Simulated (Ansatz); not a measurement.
`NCB1C=N1` + GeH₄ → `N[CH2][GeH3]` + `B1C=N1` at 700 K and 1 bar (formal exchange of groups at a C–B bond).

Computed with Ansatz on PBE0-D4/def2-TZVP structures; ΔE is electronic, products minus reactants. CBS: MP2 limit from def2 TZ/QZ plus the TZ coupled-cluster correction, frozen cores. This one scheme is used for every species. For Ge outer-core shells are correlated without core-valence functions, which leaves a few kJ/mol of doubt a bond. Scalar relativity is left out up to krypton. One conformer a species, not always the lowest.

| species | CCSD(T)/CBS energy (Eh) | H − E (kJ/mol) | S (J/(mol·K)) |
| --- | --- | --- | --- |
| `NCB1C=N1` | -213.25848 | 270.7 | 418.3 |
| GeH₄ | -2078.49493 | 112.9 | 267.3 |
| `N[CH2][GeH3]` | -2173.05667 | 269.6 | 407.9 |
| `B1C=N1` | -118.68952 | 115.8 | 293.6 |

H − E and S are ideal-gas, rigid-rotor, harmonic terms from PBE0-D4/def2-TZVP, for one conformer and one mirror image of each species. 1 Eh = 2625.50 kJ/mol, R = 8.31446 J/(mol·K).

Q: By hand: ΔE, ΔH, ΔS and ΔG.

A: ΔE = (-2173.05667) + (-118.68952) − (-213.25848) − (-2078.49493) = 0.00722 Eh = 19.0 kJ/mol. Δ(H − E) = 269.6 + 115.8 − 270.7 − 112.9 = 1.8, so ΔH = 20.8 kJ/mol. ΔS = 407.9 + 293.6 − 418.3 − 267.3 = 15.9 J/(mol·K). ΔG = 20.8 − 700 × (15.9)/1000 = 9.7 kJ/mol.

Q: By hand: the equilibrium constant, and the temperature at which ΔG would vanish if ΔH and ΔS stayed fixed.

A: log₁₀ K = −ΔG/(RT ln 10) = -0.7. ΔG = 0 at ΔH/ΔS = 1308 K, though so small a ΔS makes that figure unsure.

TΔS isn't small against ΔH here. A doubt of 5 kJ/mol in ΔE shifts log₁₀ K by 0.4 here. Other conformers and mirror images would add mixing entropy, several J/(mol·K) or more a flexible species. These are equilibria of isolated gas molecules and say nothing of rates. Largest T1 diagnostic: 0.012 (customary marks: 0.02 for closed shells, 0.045 for open ones).
